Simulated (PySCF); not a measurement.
Compound: C₇H₈BN₃O₂S.
SMILES: `CC1=NN(C(N)=O)B(O)c2ccsc21`

Torsions of this conformer, `[CH3:1][C:2]1=[N:3][N:4]([C:5]([NH2:6])=[O:7])[B:8]([OH:9])[c:10]2[cH:11][cH:12][s:13][c:14]21`: N3–N4–C5–N6 0°, H–N6–C5–N4 0°, H–N6–C5–N4 180°, H–O9–B8–N4 0°.

The closed-shell ground state was solved at several levels (PySCF, density fitting, gas phase, non-relativistic). Geometry: PBE0-D3(BJ)/def2-SVP, one conformer, isolated molecule.

| level | basis functions | HOMO (eV) | LUMO (eV) | gap (eV) | dipole (D) |
| --- | --- | --- | --- | --- | --- |
| PBE0/pcSseg-1 | 285 | -6.77 | -1.72 | 5.05 | 3.95 |
| PBE0/def2-SVPD | 357 | -6.79 | -1.78 | 5.01 | 4.00 |

**Question.** What might CAM-B3LYP/pcSseg-1 (285 basis functions) give for the same quantities?

**Answer.** HOMO -7.93 eV, LUMO -0.67 eV, gap 7.26 eV, dipole 4.03 D.

**Question.** Over all these levels, which gives the widest orbital gap and which the narrowest?

**Answer.** CAM-B3LYP/pcSseg-1 (range-separated hybrid) has the widest, 7.26 eV, and PBE0/def2-SVPD (global hybrid, 25 % exact exchange) the narrowest, 5.01 eV. Functional and basis both differ between the two, so the spread mixes both effects.

**Question.** How far do the dipole and the HOMO energy spread over the levels?

**Answer.** The dipole runs from 3.95 to 4.03 D (mean 3.99 D) and the HOMO from -7.93 to -6.77 eV.
